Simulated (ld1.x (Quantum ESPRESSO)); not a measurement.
**Which change was made? (Re, TM)**

```json
{
 "Element": "rhenium",
 "Generator": "ld1.x (Quantum ESPRESSO) 7.5",
 "Type": "norm-conserving Troullier–Martins (Kleinman–Bylander form)",
 "Functional": "LDA (PZ)",
 "Relativity": "fully relativistic",
 "Frozen core": "[Xe] 4f14",
 "Valence charge": "7",
 "Reference configuration": "5d5 6s2 6p0",
 "Partial waves": "6s (bound): rc 2.40 bohr; 5d (bound): rc 2.05 bohr; 6p (bound, empty): rc 4.00 bohr",
 "Local potential": "the p channel",
 "Core correction": "none"
}
```

Open shells are filled in proportion to 2j + 1 (rel_dist='average').

Cutoffs, loose and tight: the cutoffs (Ry, on a coarse ladder) from which the occupation-weighted sum of valence levels, in a spherical-Bessel basis at the reference potential, stays within 10 and 1 mRy of its value at 400 Ry. They do not see the model core or the augmentation charge, which bear on the density cutoff. Test errors are all-electron minus pseudo excitation energies from the reference, over the configurations 5d5 6s1 6p0; 5d5 6s0 6p0; 5d4 6s0 6p0; 5d5 6s0 6p1; 5d4 6s2 6p1; 5d5.5 6s1.5 6p0; 5d6 6s0 6p0; variants that change the core or the reference have their own tests. The largest error is taken over the tests solved by every variant that gives reliable tests at all, those not shown here included: 5d4 6s0 6p0; 5d5 6s0 6p0; 5d5 6s1 6p0.

The base gives: outcome: generated; cutoff, loose: 35 Ry; cutoff, tight: 40 Ry; bound ghosts: none; largest test error (meV): -95.

Q: After one change the result is: outcome: generated, overlap not positive; bound ghosts: s (p1/2, p3/2 not tested, overlap not positive); largest test error (meV): +90. Which change was it?
A. core [Kr] 4d10 4f14 5s2, valence charge 13; reference 5p6 5d5 6s2 6p0; waves now 6s (bound): rc 2.40 bohr; 5p (bound): rc 1.15 bohr; 5d (bound): rc 1.75 bohr; local potential the d channel; core correction a·sin(br)/r model core inside 0.55 bohr
B. local potential the s channel
C. type ultrasoft; waves now 6s (bound): rcut 2.10, rcutus 2.40 bohr; 6s channel at 0.55 Ry: rcut 2.10, rcutus 2.40 bohr; 6p (bound): rcut 3.50, rcutus 4.00 bohr; 6p channel at 3.4 Ry: rcut 3.50, rcutus 4.00 bohr; 5d (bound): rcut 1.80, rcutus 2.05 bohr; 5d channel at 0.25 Ry: rcut 1.80, rcutus 2.05 bohr; local potential all-electron potential smoothed inside 2.15 bohr (lloc = -1); augmentation built from norm-conserving waves at rcut, not smoothed further
D. core correction a·sin(br)/r model core inside 1.50 bohr

A: C. The others give: core correction a·sin(br)/r model core inside 1.50 bohr → outcome: generated; cutoff, loose: 35 Ry; cutoff, tight: 40 Ry; bound ghosts: none; largest test error (meV): -277 | local potential the s channel → outcome: generated; cutoff, loose: 35 Ry; cutoff, tight: 40 Ry; bound ghosts: none; largest test error (meV): +30 | core [Kr] 4d10 4f14 5s2, valence charge 13; reference 5p6 5d5 6s2 6p0; waves now 6s (bound): rc 2.40 bohr; 5p (bound): rc 1.15 bohr; 5d (bound): rc 1.75 bohr; local potential the d channel; core correction a·sin(br)/r model core inside 0.55 bohr → outcome: generated, misses its reference levels by 0.55 eV; cutoff, loose: 110 Ry; cutoff, tight: 160 Ry; bound ghosts: s; largest test error (meV): -75. A file whose overlap is not positive is unfit for use, and its test errors describe a broken file.
